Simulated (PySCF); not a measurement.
Species: CH₅BClNO.
InChI=1S/CH5BClNO/c1-5-2(3)4/h4H2,1H3

Method used: TDDFT CAM-B3LYP/def2-SVPD, vertical, gas phase, core orbitals frozen in the response (PySCF). Geometry: PBE0-D3(BJ)/def2-SVP, one conformer, isolated molecule. Torsions of this conformer, `[CH3:1][O:2][B:3]([NH2:4])[Cl:5]`: C1–O2–B3–N4 0°, H–N4–B3–O2 180°, H–N4–B3–O2 0°.

Q: List the vertical singlet excitations with oscillator strengths and describe the spectrum.

A: 

| state | E (eV) | λ (nm) | f | \|μ\| (D) | symmetry | main configurations (H = HOMO, L = LUMO) |
| --- | --- | --- | --- | --- | --- | --- |
| S1 | 7.12 | 174.2 | 0.024 | 0.94 | A″ | H→L (89%) |
| S2 | 7.87 | 157.4 | 0.035 | 1.08 | A″ | H-1→L (85%) |
| S3 | 8.12 | 152.7 | 0.031 | 1.00 | A′ | H-2→L (80%), H-2→L+1 (12%) |
| S4 | 8.37 | 148.1 | 0.0008 | 0.16 | – | H→L+1 (51%), H→L+4 (18%), H→L+6 (9%) |
| S5 | 8.58 | 144.4 | 0.012 | 0.60 | A″ | H→L+2 (48%), H-1→L+1 (11%), H-2→L+3 (11%) |
| S6 | 8.61 | 144.0 | 0.0030 | 0.30 | A″ | H-2→L+3 (74%), H-2→L+5 (8%) |
| S7 | 8.62 | 143.9 | 0.161 | 2.22 | A′ | H→L+3 (64%), H-3→L (14%), H→L+5 (11%) |
| S8 | 8.71 | 142.4 | 0.049 | 1.22 | A′ | H-3→L (68%), H→L+3 (12%) |
| S9 | 8.87 | 139.8 | 0.0002 | 0.07 | – | H-1→L+1 (55%), H→L+6 (18%) |
| S10 | 8.91 | 139.1 | 0.207 | 2.48 | A′ | H-1→L+3 (78%) |

Triplets (Tamm–Dancoff): T1 6.85 eV, H→L (83%); T2 7.22 eV, H→L+3 (86%); T3 7.75 eV, H-1→L (81%); T4 7.98 eV, H-2→L (76%), H-2→L+1 (15%).

The lowest singlet comes at 174 nm (687 kJ/mol) in the vacuum ultraviolet; it is weak; its leading configuration is HOMO→LUMO (89%). The strongest level in the table is S10 at 8.91 eV (139 nm, f = 0.207). It is the last of those listed, so stronger ones may follow. S6/S7 lie within about 0.01 eV of each other. Löwdin shares by element: HOMO nitrogen 52%, chlorine 17%, boron 10%, oxygen 10%; LUMO boron 49%, hydrogen 16% or more, carbon 10% (atoms not listed hold the other 26%). Orbital energies (eV): HOMO-3 -10.98, HOMO-2 -10.18, HOMO-1 -10.05, HOMO -9.63, LUMO 0.64, LUMO+1 1.63, LUMO+2 2.12. The oscillator strengths of these states sum to 0.522; summed over the whole spectrum of an exact calculation they would give the number of electrons, 48 (Thomas–Reiche–Kuhn). Of the 10 states listed, 7 reach f = 0.01 and 1 stays under 0.0005. The vertical ionisation energy (ΔSCF) is 10.59 eV, 1.68 eV above S10. Symmetry labels in Cs follow from the direction of the transition dipole and are given only for states with f of 0.002 or more. Only the lowest 10 singlets were computed, as vertical energies without vibronic structure.
